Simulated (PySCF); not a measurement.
C7H8FN.
InChI=1S/C7H8FN/c1-3-7(5-9)4-6(2)8/h3-4H,1-2H3/b6-4-,7-3-

Computed with PySCF at B3LYP/def2-SVPD, non-relativistic, on one gas-phase PBE0-D3(BJ)/def2-SVP geometry that isn't relaxed in the solvent. The solvent is an IEF-PCM continuum (Bondi radii, 1.10 Å for H, scaled by 1.2), and excitations are vertical TDDFT with non-equilibrium linear response and a frozen core. Only the electrostatic response of the medium enters.

Gas-phase singlets (H = HOMO, L = LUMO):

```csv
state,E (eV),λ (nm),f,leading configurations
S1,4.821,257,0.428,H→L 91%
S2,5.826,213,0.001,H→L+2 98%
S3,6.002,207,0.228,"H-1→L 47%, H→L+1 44%"
S4,6.059,205,0.000,"H→L+3 57%, H-2→L 30%"
S5,6.132,202,0.000,"H-2→L 66%, H→L+3 29%"
```

**Question.** What are the lowest 5 singlets in tetrahydrofuran (ε = 7.426)?

**Answer.** 
```tsv
state	E (eV)	λ (nm)	f	leading configurations	change by rank (eV)
S1	4.568	271	0.452	H→L 94%	-0.253
S2	5.790	214	0.000	H→L+2 92%	-0.036
S3	5.972	208	0.002	H→L+3 93%	-0.030
S4	6.024	206	0.453	H→L+1 75%, H-1→L 19%	-0.035
S5	6.387	194	0.163	H-1→L 74%, H→L+1 18%	+0.255
```

**Question.** How does the list change in dimethylsulfoxide (ε = 46.83)?

**Answer.** 
```
state  E (eV)  λ (nm)      f  leading configurations  change by rank (eV)
   S1   4.525     274  0.445                 H→L 94%               -0.296
   S2   5.705     217  0.000               H→L+2 98%               -0.121
   S3   5.983     207  0.002               H→L+3 98%               -0.019
   S4   6.016     206  0.496    H→L+1 80%, H-1→L 14%               -0.043
   S5   6.388     194  0.157    H-1→L 79%, H→L+1 14%               +0.256
```

**Question.** The ground-state energy changes by -0.350 eV from gas to dimethylsulfoxide. By how much does the total energy of gas-phase S1 change?

**Answer.** E(S1) = E(S0) + excitation energy, so it changes by -0.350 − 0.296 = -0.646 eV: it is lowered more than the ground state, which is what a red shift means. This is the vertical state, with the slow part of the continuum still set for S0.

**Question.** How do the frontier levels move from gas to dimethylsulfoxide?

**Answer.** 
| orbital | gas (eV) | solvent (eV) | change (eV) |
| --- | --- | --- | --- |
| LUMO+2 | 0.14 | 0.35 | +0.21 |
| LUMO+1 | 0.11 | 0.15 | +0.04 |
| LUMO | -1.74 | -1.66 | +0.08 |
| HOMO | -6.59 | -6.43 | +0.16 |
| HOMO-1 | -8.57 | -8.65 | -0.08 |
| HOMO-2 | -9.09 | -9.45 | -0.36 |
| HOMO-3 | -9.84 | -10.23 | -0.39 |

The HOMO–LUMO gap goes from 4.85 to 4.77 eV. Rows go by rank; for HOMO-3, LUMO+1 and LUMO+2 the atom shares or the degeneracy differ between the runs, so the row needn't follow one orbital.

Shape of the structure used: `[CH3:1]/[CH:2]=[C:3]([C:4]#[N:5])/[CH:6]=[C:7](/[CH3:8])[F:9]`: C2–C3–C6–C7 180°.
